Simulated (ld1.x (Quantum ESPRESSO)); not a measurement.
## Scattering properties, PAW potential for calcium (Ca)

calcium (Ca), PAW, made with ld1.x (Quantum ESPRESSO) 7.5 (LDA (PZ), scalar-relativistic). Core [Ne], reference 3s2 3p6 3d0 4s1 4p0 (charge +1). Waves: 3s (bound): rcut 1.75, rcutus 1.95 bohr; 4s (bound): rcut 1.75, rcutus 1.95 bohr; 3p (bound): rcut 2.10, rcutus 2.40 bohr; 4p (bound, empty): rcut 2.10, rcutus 2.40 bohr; 3d (bound, empty): rcut 3.10, rcutus 3.40 bohr; 3d channel at -0.3 Ry: rcut 3.10, rcutus 3.40 bohr. Local part: all-electron potential smoothed inside 2.95 bohr (lloc = -1). Core correction: a·sin(br)/r model core inside 1.00 bohr. Augmentation charge: BESSEL, radius 1.55 bohr.

The phase is arctan(r·u′/u) with u = r·R(r), unwrapped; energies in Ry, scanned from -6 to 5 Ry. A pole is an energy at which the radial function vanishes at the test radius. The pseudo phase is shifted by a multiple of π to meet the all-electron one at the reference energy, and phase errors are pseudo minus all-electron; the curves can meet again beyond the range given. Levels narrower than the energy grid can be missing from the lists of poles. n/a: not evaluated, since a narrow level or a reset projector energy made the automatic matching unsafe.

Problem. For each channel, where are the poles, and over which energies does the pseudopotential scatter like the atom?

Solution.

```
channel  radius (bohr)  reference energy (Ry)  poles, all-electron      poles, pseudo  unbroken range about the reference energy with phases within 0.05 rad  phase error 1 Ry above the reference energy (rad)
      s           3.71                  -0.67           0.14, 4.21         0.14, 4.23                                                                    n/a                                                n/a
      p           3.71                  -0.45    -2.56, 0.71, 4.81  -2.56, 0.71, 4.73                                                              below 2.3                                             -0.000
      d           3.71                  -0.63          -0.52, 1.72        -0.52, 1.78                                                              below 2.6                                             +0.002
```

Phases in the d channel:

| E (Ry) | all-electron | pseudo |
| --- | --- | --- |
| -6.00 | 1.457 | 1.456 |
| -5.48 | 1.451 | 1.451 |
| -4.96 | 1.444 | 1.444 |
| -4.44 | 1.436 | 1.436 |
| -3.92 | 1.426 | 1.426 |
| -3.40 | 1.414 | 1.414 |
| -2.88 | 1.398 | 1.398 |
| -2.36 | 1.376 | 1.376 |
| -1.84 | 1.341 | 1.341 |
| -1.32 | 1.273 | 1.273 |
| -0.80 | 0.872 | 0.872 |
| -0.28 | -1.822 | -1.822 |
| 0.24 | -2.417 | -2.417 |
| 0.76 | -4.256 | -4.252 |
| 1.28 | -4.607 | -4.601 |
| 1.80 | -4.727 | -4.716 |
| 2.32 | -4.819 | -4.793 |
| 2.84 | -4.968 | -4.878 |
| 3.36 | -5.778 | -5.038 |
| 3.88 | -7.502 | -5.688 |
| 4.40 | -7.719 | -7.274 |
| 4.92 | -7.796 | -7.608 |
